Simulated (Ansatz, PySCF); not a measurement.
Spin states of I2Zr (SMILES [I][Zr][I]), each relaxed with B3LYP-D3(BJ)/def2-TZVP.
State 1 (charge 0, multiplicity 3):
```json
[
 {"atom": "Zr", "x (Å)": "0.3464", "y (Å)": "0.1269", "z (Å)": "0.0612"},
 {"atom": "I", "x (Å)": "-0.4280", "y (Å)": "2.0157", "z (Å)": "-1.7582"},
 {"atom": "I", "x (Å)": "0.0485", "y (Å)": "-2.0952", "z (Å)": "1.6267"}
]
```
State 2 (charge 0, multiplicity 1):
```xyz
3

Zr     0.536     0.186     0.106
I     -0.512     1.877    -1.691
I     -0.057    -2.016     1.515
```

Singlets are restricted, other states unrestricted; no spin–orbit coupling, no relativity up to Kr; see below for the cores. The largest T1 diagnostic is 0.020.

Correlated levels freeze the inner cores; with def2 sets outer-core shells near the valence are correlated too.

Codes used: Ansatz (an electronic-structure program) with Gaussian orbitals; PySCF for the dispersion terms.  In def2 rows elements past Kr take small-core potentials, without spin–orbit coupling.

Task: One of these levels gives 0.531 eV for the energy of the multiplicity-1 state less that of the multiplicity-3 state. Name it.
A. B2PLYP-D3(BJ)/def2-TZVPP
B. r2SCAN/def2-TZVPP
C. PBE-D4/def2-TZVPP

Result: A, B2PLYP-D3(BJ)/def2-TZVPP. The others give 0.598 (PBE-D4/def2-TZVPP), 1.046 (r2SCAN/def2-TZVPP)

Doubts at one or more of the structures used: a restricted determinant that unrestricted orbitals would lower (B2PLYP-D3(BJ)/def2-TZVPP).
